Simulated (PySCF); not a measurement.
# Bonding in `N#C[B-](C#N)(C#N)C#N`

C4BN4 (charge -1).
Numbering: `[N:1]#[C:2][B-:3]([C:4]#[N:5])([C:6]#[N:7])[C:8]#[N:9]`

Geometry (PBE0-D3(BJ)/def2-SVP, Å), atoms numbered from 1 in this order:
```xyz
9
C4BN4 angstrom
N      0.0128    2.3725   -1.1044
C     -0.0420    1.3063   -0.6518
B     -0.1206   -0.1611   -0.0295
C     -0.8596   -1.1346   -1.0560
N     -1.3970   -1.8405   -1.8028
C      1.3550   -0.7010    0.2505
N      2.4265   -1.0938    0.4568
C     -0.9373   -0.1115    1.3410
N     -1.5292   -0.0749    2.3375
```

Bond orders from the PBE0/pcSseg-1 density (PySCF). Geometry: PBE0-D3(BJ)/def2-SVP; no solvent, vibrations or thermal averaging. The pcSseg-1 basis has no diffuse functions, a weakness for an anion.

Q: Where do the orders between heavy atoms depart from those drawn in the SMILES?

A: The largest departure is 0.223, at C2–B3 (drawn single, 0.777), B3–C4 (drawn single, 0.777), B3–C6 (drawn single, 0.777) and B3–C8 (drawn single, 0.777). Drawn single, order below 0.88: C2–B3 (0.777), B3–C4 (0.777), B3–C6 (0.777) and B3–C8 (0.777). The SMILES, with its formal charges, is one Lewis structure only.

Q: Give the Mayer order of every bond, beside its length.

A: 
```tsv
bond	drawn as	length (Å)	Mayer order
N1–C2	triple	1.160	2.949
C2–B3	single	1.596	0.777
B3–C4	single	1.596	0.777
C4–N5	triple	1.160	2.949
B3–C6	single	1.596	0.777
C6–N7	triple	1.160	2.949
B3–C8	single	1.596	0.777
C8–N9	triple	1.160	2.949
```

Q: Sum the orders of all bonds at each heavy atom with more than one neighbour and set the sums beside the valence in the SMILES.

A: C2 3.726 (drawn 4), B3 3.108 (drawn 4), C4 3.726 (drawn 4), C6 3.726 (drawn 4), C8 3.726 (drawn 4). Orders between atoms that aren't bonded are not in these sums.

For a closed shell the Mayer order of atoms A and B is Σ (PS)μν (PS)νμ over the basis functions μ on A and ν on B, with P the density and S the overlap matrix.

The run behind these numbers computed NMR shieldings as well. The run took 13 s on one thread of an Arm Neoverse V1, on a shared host.
